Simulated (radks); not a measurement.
Question: Excited configurations of Cs: one electron is placed in a higher orbital outside [Xe]. The ground configuration is [Xe] 6s1. Calculated with a radial shooting solver on a logarithmic mesh with Libxc functionals: scalar-relativistic Kohn-Sham, r2SCAN, spin-polarised, spherical densities, finite nucleus; open shells are filled with parallel spins first (spin-orbit coupling, left out, can overturn this in heavy ions); meta-GGA in the generalised Kohn-Sham scheme; Fermi nuclear charge, rms radius 4.8041 fm. Excitation = E - E(ground); binding = E(ion) - E, where the ion is the core of charge +1; n* = 1/sqrt(2 binding) in atomic units, and the quantum defect is n - n*.

| outer orbital | excitation (eV) | binding (eV) | n* | quantum defect | eigenvalue (eV) | <r> (bohr) |
|---|---|---|---|---|---|---|
| 5d | 1.788 | 1.994 | 2.612 | 2.388 | -0.603 | 7.058 |
| 5f | 3.181 | 0.601 | 4.758 | 0.242 | -0.346 | 30.60 |
| 7p | 2.536 | 1.245 | 3.306 | 3.694 | -0.768 | 16.38 |
| 7d | 3.011 | 0.771 | 4.202 | 2.798 | -0.455 | 25.45 |

Estimate the row for 6p.

Answer: excitation (eV) 1.374; binding (eV) 2.408; n* 2.377; quantum defect 3.623; eigenvalue (eV) -1.388; <r> (bohr) 7.868. The Delta-SCF ionisation energy is 3.782 eV (NIST Atomic Spectra Database: 3.894 eV, measured). Self-interaction in the functional shifts the binding energies and quantum defects, so they are the method's values and not measured ones.
